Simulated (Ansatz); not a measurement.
Geometry optimisation, RKS PBE-D4/def2-SVP (Ansatz).

The input (input.yaml):

```yaml
crystal:
  periodic: [false, false, false]
  atoms:
    - { symbol: Al, position_ang: [-0.370915, -0.158906, 0.10186] }
    - { symbol: "N", position_ang: [0.091651, 1.437713, 0.968485] }
    - { symbol: "N", position_ang: [-1.28622, -0.111735, -1.429783] }
    - { symbol: "N", position_ang: [0.107129, -1.716823, 0.831186] }
    - { symbol: H, position_ang: [1.86161, 0.900698, -0.438671] }
    - { symbol: H, position_ang: [2.169741, 0.494376, -0.933939] }
    - { symbol: H, position_ang: [0.32948, 1.467118, 1.962361] }
    - { symbol: H, position_ang: [-0.28537, 2.343889, 0.681885] }
    - { symbol: H, position_ang: [-1.698008, 0.722552, -1.849086] }
    - { symbol: H, position_ang: [-1.456683, -0.919483, -2.030158] }
    - { symbol: H, position_ang: [0.689524, -1.822429, 1.662662] }
    - { symbol: H, position_ang: [-0.151837, -2.63707, 0.473398] }
basis:
  gaussian: { orbitals: def2-SVP }
hamiltonian:
  xc: pbe
  dispersion: d4
relax:
  f_tol: 0.03
  max_steps: 50
```

Command:

```bash
$ ansatz run input.yaml --threads 2 --pin off --max-ram 3072MiB --backend cpu --events-out ev --progress --plain --runs-dir out
```

Q: Where does it end, and by what steps?

A: The forces met the threshold. The force dipped under the threshold on the way, but the program's further checks kept it going. After 16 steps the energy has fallen by 0.207 eV; H6 moved furthest, 1.28 Å.

```
step  energy less start (eV)  largest force component (eV/Å)  accepted
   0                  0.0000                           1.865       yes
   1                 -0.1386                           0.642       yes
   2                 -0.1635                           0.208       yes
   3                 -0.1714                           0.248       yes
   4                 -0.1790                           0.364       yes
   5                 -0.1872                           0.510       yes
   6                 -0.1933                           0.391       yes
   7                 -0.2004                           0.045       yes
   8                 -0.2014                           0.047       yes
   9                 -0.2034                           0.026       yes
  10                 -0.2043                           0.155       yes
  11                 -0.2056                           0.103       yes
  12                 -0.2062                           0.014       yes
  13                 -0.2066                           0.021       yes
  14                 -0.2066                           0.068       yes
  15                 -0.2067                           0.036       yes
  16                 -0.2068                           0.010       yes
```

```xyz
12
Properties=species:S:1:pos:R:3
Al -0.557 -0.239 0.050
N 0.047 1.310 0.723
N -1.669 -0.227 -1.349
N -0.018 -1.779 0.776
H 2.391 1.161 -0.134
H 3.125 1.152 -0.383
H 0.429 1.431 1.663
H -0.008 2.217 0.256
H -2.244 0.565 -1.640
H -1.829 -1.018 -1.975
H 0.819 -1.894 1.350
H -0.484 -2.680 0.662
```

Run time: 15 s on 2 threads of INTEL(R) XEON(R) PLATINUM 8581C CPU @ 2.30GHz (Emerald Rapids), with other jobs on the host, peak memory 0.16 GiB.
